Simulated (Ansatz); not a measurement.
Consider the redistribution: `[CH3][GeH2][CH2]O` + `[NH2][V](=[O])([OH])[Cl]` → `[NH2][GeH2][CH2]O` + `[CH3][V](=[O])([OH])[Cl]`.

Computed with Ansatz on PBE0-D4/def2-TZVP structures; ΔE is electronic, products minus reactants. CCSD(T)/CBS adds triple-zeta CCSD(T) − MP2 to the extrapolated MP2 energy (def2 sets, frozen cores). Functionals use def2-TZVPP. For Ge, V outer-core shells are correlated without core-valence functions, which leaves a few kJ/mol of doubt a bond. Scalar relativity is left out up to krypton. Each species was taken in one conformer, which may not be the lowest.

`[CH3][GeH2][CH2]O`:

Cartesian coordinates in Å:
```
C -1.467 0.286 0.762
Ge -0.191 -0.956 -0.049
C 1.290 0.091 -0.840
O 1.836 1.033 0.069
H -0.988 0.861 1.557
H -2.304 -0.259 1.200
H -1.862 0.977 0.015
H 0.358 -1.910 1.030
H -0.887 -1.789 -1.146
H 2.104 -0.584 -1.111
H 0.953 0.572 -1.768
H 1.159 1.678 0.283
```

`[NH2][V](=[O])([OH])[Cl]`:

Cartesian coordinates in Å:
```
N -0.373 0.221 1.228
V 0.030 -0.481 -0.388
O -1.000 -1.611 -0.622
O -0.115 0.696 -1.695
Cl 2.070 -1.231 -0.324
H 0.137 0.986 1.649
H -1.126 -0.103 1.817
H 0.377 1.523 -1.664
```

`[NH2][GeH2][CH2]O`:

Z-matrix (Å, degrees):
```
Ge
C 1 1.972
N 1 1.860 2 99.6
H 1 1.538 2 113.1 3 -112.7
H 1 1.544 2 114.1 3 119.7
O 2 1.409 1 108.1 3 33.5
H 2 1.099 1 109.7 3 -88.7
H 2 1.092 1 111.2 3 152.7
H 3 1.011 1 114.7 2 97.4
H 3 1.010 1 114.5 2 -136.7
H 6 0.971 2 106.7 1 -31.8
```

`[CH3][V](=[O])([OH])[Cl]`:

Z-matrix (Å, degrees):
```
C
V 1 2.000
H 1 1.092 2 108.5
H 1 1.091 2 109.2 3 -121.2
H 1 1.093 2 107.0 3 119.5
O 2 1.549 1 103.6 3 178.3
O 2 1.755 1 105.8 3 63.4
Cl 2 2.156 1 107.0 3 -61.0
H 7 0.964 2 119.3 1 -78.8
```

| level | ΔE (kJ/mol) |
| --- | --- |
| ωB97X-V | 62.1 |
| ωB97M-V | 59.0 |
| PBE | 71.6 |
| HF/def2-TZVPP | 46.4 |
| CCSD/def2-TZVPP | 55.3 |
| MP2/def2-QZVPP | 83.2 |
| SCS-MP2/def2-QZVPP | 73.1 |
| MP2/CBS(def2) | 82.2 |

(1) What does CCSD(T)/CBS give? (An estimate is asked.)

Largest T1 diagnostic among the species: 0.033, so the coupled-cluster value is less sure than usual.

Answers

(1) Ansatz gave: +62.5 kJ/mol. The listed levels differ from it by -0.4, -3.5, 9.1, -16.1, -7.2, 20.7, 10.6, 19.7 kJ/mol.

In def2-TZVPP, CCSD(T) changes the Hartree–Fock value by +18.7 kJ/mol (the triples alone add +9.8 kJ/mol) and MP2 by +38.4 kJ/mol. From PBE to PBE0 (25 % exact exchange), in def2-TZVPP and without D4, ΔE moves by −6.3 kJ/mol.

CCSD(T)/CBS has its own doubt, a few kJ/mol and more with outer-core shells, so smaller differences from it don't rank the levels.
